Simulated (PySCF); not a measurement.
PySCF 2.14 output of a UHF calculation on a single atom or ion in x2c-QZVPPall with one added diffuse shell each of s, p, d type (5s4p3d1f, 39 functions), with scalar relativity by spin-free X2C-1e:

```
SCF conv_tol = 1e-09
number electrons alpha = 1  beta = 0
cycle= 1 E= -0.0880698767791348  delta_E= -2.65e-12  |g|= 3.12e-07  |ddm|= 3.96e-06
converged SCF energy = -0.0880698767791348  <S^2> = 0.75  2S+1 = 2
```

The run itself started from symmetry-adapted Hartree-Fock orbitals and held the occupation by maximum overlap, so the iterations belong to that start.

Which element, charge and spin multiplicity is this?

H (hydrogen, neutral), multiplicity 2; the state was 2p1, 2P determinant (an excited configuration).

The outer electron is Rydberg-like, and this basis confines it to a smaller radius and binds it less than a complete one would.
